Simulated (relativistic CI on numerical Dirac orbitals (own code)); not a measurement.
**Ni2+: 3d valence photoemission**

Computed with this model: Dirac-Coulomb-Breit CI, orbitals from a KLI potential per configuration, model QED (radiative potential, 1s self-energy scaled to tabulated hydrogen-like ionisation energies), multiplet model of photoemission in the sudden approximation, unscaled Slater integrals; configurations [Ar] 3d8 → [Ar] 3d7; 300 K; Lorentzian 0.21 eV and Gaussian 0.5 eV FWHM. Energies are those of the free ion, without screening or charge transfer. The energies are binding energies and can lie tens of eV above those of solids. S is read from ⟨S²⟩ = S(S + 1).

Field parameters in Wybourne normalisation: Td as Oh with Dq negative (B⁴₀ = 21Dq, B⁴₄ = √(5/14) B⁴₀). The field is a parameter set, without covalency.

Peaks in eV (height, largest 100): 32.7 (100), 35.5 (84), 36.4 (61), 39.1 (7).

Which surroundings give this spectrum?
A. Td, 10Dq = -9050 cm⁻¹
B. Td, 10Dq = -1450 cm⁻¹
C. free ion
D. Td, 10Dq = -11600 cm⁻¹

B. Td, 10Dq = -1450 cm⁻¹, where the ground state has S = 1.00.
